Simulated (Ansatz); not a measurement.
Frontier orbitals of CH6ClGaN2 (`N[CH](N)[GaH][Cl]`).

Total charge 0; spin multiplicity 1. Correlated methods include outer-core shells of Ga, which these sets cover unevenly. Scalar relativity is left out up to krypton. The structure was optimised at the PBE0-D4/def2-TZVP level. It is one conformer, not always the lowest. Basis def2-TZVPP, the Gaussian-basis code of Ansatz.

```csv
functional,HOMO (eV),LUMO (eV)
revPBE,-5.56,-0.66
```

**Question.** Give HOMO and LUMO (eV) with LDA (SPW92), PBE, BLYP, r2SCAN, B97M-V, PBE0, B3LYP, r2SCANh, r2SCAN0, HSE06 (plane-wave form), BHLYP, CAM-B3LYP, LC-ωPBE, ωB97X-V, ωB97M-V, HF. (An estimate is asked.)

**Answer.** Computed: 
| functional | HOMO | LUMO |
| --- | --- | --- |
| LDA (SPW92) | -5.76 | -0.96 |
| PBE | -5.62 | -0.75 |
| BLYP | -5.51 | -0.71 |
| r2SCAN | -5.86 | -0.46 |
| B97M-V | -5.94 | -0.67 |
| PBE0 | -6.84 | 0.02 |
| B3LYP | -6.65 | -0.26 |
| r2SCANh | -6.31 | -0.19 |
| r2SCAN0 | -7.00 | 0.20 |
| HSE06 (plane-wave form) | -6.44 | -0.35 |
| BHLYP | -7.99 | 0.71 |
| CAM-B3LYP | -8.20 | 0.88 |
| LC-ωPBE | -9.53 | 2.05 |
| ωB97X-V | -9.19 | 1.88 |
| ωB97M-V | -9.06 | 1.60 |
| HF | -9.75 | 2.67 |

B3LYP here is the variant with VWN-RPA as its local correlation; programs differ in this. LC-ωPBE has ω = 0.4 bohr⁻¹. Positive LUMOs are unbound and depend on the basis.
